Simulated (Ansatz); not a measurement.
Geometry optimisation, RKS LDA/def2-SVP (Ansatz).

Input file:

```yaml
crystal:
  periodic: [false, false, false]
  atoms:
    - { symbol: B, position_ang: [0.0, 0.0, 0.0] }
    - { symbol: F, position_ang: [0.0, 0.0, 1.67] }
    - { symbol: O, position_ang: [1.2211, 0.0, -0.705] }
    - { symbol: H, position_ang: [1.5209, -0.9519, -0.8599] }
    - { symbol: O, position_ang: [-1.2211, 0.0, -0.705] }
    - { symbol: H, position_ang: [-1.7308, -0.8467, -0.4965] }
    - { symbol: H, position_ang: [0.0668, 1.4124, 0.4698] }
    - { symbol: H, position_ang: [0.0526, 1.1131, 1.3144] }
basis:
  gaussian: { orbitals: def2-SVP }
hamiltonian:
  xc: lda
relax:
  f_tol: 0.15
  max_steps: 25
  restrain:
    - { distance: [0, 6], at: 1.19, k: 30.0 }
    - { distance: [7, 1], at: 0.92, k: 30.0 }
    - { distance: [0, 1], at: 2.52, k: 30.0 }
    - { distance: [7, 6], at: 1.86, k: 30.0 }
```

Launched with:

```bash
$ ansatz run input.yaml --threads 1 --pin off --max-ram 2048MiB --backend cpu --events-out ev --progress --plain --runs-dir out
```

Problem. Where does it end, and by what steps?

Solution. It converged. The restraints hold the end off the free minimum. After 8 steps the energy has fallen by 1.806 eV (the restraints' own energy left out); B1 moved furthest, 0.57 Å. Parted: B1–F2. Joined: B1–H7.

```json
{"step": "0", "energy less start (eV)": "0.0000", "largest force component (eV/Å)": "4.015", "accepted": "yes"}
{"step": "1", "energy less start (eV)": "-0.4641", "largest force component (eV/Å)": "4.344", "accepted": "yes"}
{"step": "2", "energy less start (eV)": "-1.1089", "largest force component (eV/Å)": "2.852", "accepted": "yes"}
{"step": "3", "energy less start (eV)": "-1.3645", "largest force component (eV/Å)": "1.798", "accepted": "yes"}
{"step": "4", "energy less start (eV)": "-1.5995", "largest force component (eV/Å)": "0.988", "accepted": "yes"}
{"step": "5", "energy less start (eV)": "-1.7379", "largest force component (eV/Å)": "0.825", "accepted": "yes"}
{"step": "6", "energy less start (eV)": "-1.7414", "largest force component (eV/Å)": "1.833", "accepted": "no"}
{"step": "7", "energy less start (eV)": "-1.7887", "largest force component (eV/Å)": "0.558", "accepted": "yes"}
{"step": "8", "energy less start (eV)": "-1.8055", "largest force component (eV/Å)": "0.499", "accepted": "yes"}
```

```xyz
8
Properties=species:S:1:pos:R:3
B 0.002 0.449 -0.348
F 0.029 0.053 2.140
O 1.184 -0.145 -0.622
H 1.139 -1.074 -0.914
O -1.242 -0.050 -0.524
H -1.300 -0.993 -0.769
H 0.062 1.600 0.006
H 0.035 0.887 1.718
```

Whether the end is a true minimum wasn't checked by a vibrational analysis.

The run took 13 s on 1 thread of Arm Neoverse V1 (shared host), peak memory 0.13 GiB.
